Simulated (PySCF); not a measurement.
# Ho(46+): ionisation energy

Ho(46+) [Ar] 3d3 (4F) → Ho(47+) [Ar] 3d2 (3F), as a difference of total energies. Calculation: PySCF 2.14, in an uncontracted even-tempered set (18 s from 9.6 bohr⁻², ratio 2.5; 12 p from 12 bohr⁻², ratio 2.5; 7 d from 12 bohr⁻², ratio 2.5; 4 f from 46 bohr⁻², ratio 2.7; 3 g from 69 bohr⁻², ratio 2.7); scalar relativity by spin-free X2C-1e. Correlated levels: outer shells: [Ne] frozen; virtual orbitals above 40 to 60 times the deepest correlated orbital energy dropped. The calculations carry no spin-orbit coupling.

```tsv
method	ionisation energy (eV)
UHF	3863.9
LDA	3862.8
PBE0	3863.6
r2SCAN	3865.1
r2SCANh	3865.1
MP2 (outer shells)	3863.9
SCS-MP2 (outer shells)	3863.6
```

Q: Estimate what revPBE gives.

A: 3863.0 eV, closest to LDA among the rows shown.

Q: Estimate what PBE gives.

A: 3863.0 eV, closest to LDA among the rows shown.

Spin-orbit coupling is strong in these open shells (close to jj coupling). The scalar numbers leave it out and a first-order estimate fails, so it can dominate the gap to the real levels.

Breit and QED terms and the two-electron picture change are absent.

For comparison: 3880 ± 4 eV (theoretical estimate listed by NIST; NIST Atomic Spectra Database, ionization energies).
